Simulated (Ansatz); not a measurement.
Born–Oppenheimer molecular dynamics of CBFO (4 atoms, charge 0, multiplicity 1). It starts from a relaxed structure.

These are results of Ansatz 0.2.0, RKS BHLYP-D4/def2-SVP, not measurements.

```yaml
ensemble: NVE (velocity Verlet)
time_step: 1 fs
steps_asked: 300
starting_velocities_drawn_for: 1000 K
seed: 870198
```

First frame:

```xyz
4
Properties=species:S:1:pos:R:3
O 1.016 -0.380 2.252
C 0.550 0.042 1.328
B -0.687 -0.448 -1.839
F -0.879 0.786 -1.740
```

(1) How far do the bonds stretch over the last three quarters of this one trajectory? (Pairs bonded in most of those frames.)

Answers

(1) 
```json
{"bond": "O1–C2", "mean (Å)": "1.117", "spread (Å)": "0.002", "shortest": "1.11", "longest": "1.12"}
{"bond": "B3–F4", "mean (Å)": "1.256", "spread (Å)": "0.006", "shortest": "1.24", "longest": "1.27"}
```

Mean temperature of the second half: 740 K. The conserved energy stayed within 0.012 meV per atom of its start (net change -0.0068 meV per atom), so the integration is sound. A run of 0.3 ps of so small a system gives no equilibrium averages.

Time of the run: 3.3 min on 1 thread of Arm Neoverse V2, on a shared host, peak memory 0.09 GiB.
